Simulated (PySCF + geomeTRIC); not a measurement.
Species: HCl2OSi, SMILES `O[Si](Cl)Cl` (H–O–Si–Cl torsion 155°) (charge 0, multiplicity 2).

**Question.** Give a relaxed geometry from M06-2X/def2-TZVP (PySCF + geomeTRIC).

**Answer.** This is not unique; one that fits is the end point of this relaxation, one of several conformers (outside a Z-matrix the atoms follow the SMILES, hydrogens last).
Z-matrix (Å, degrees):
```
Si
O 1 1.6285
H 2 0.9613 1 118.76
Cl 1 2.0433 2 106.75 3 155.46
Cl 1 2.0604 2 109.48 3 36.47
```
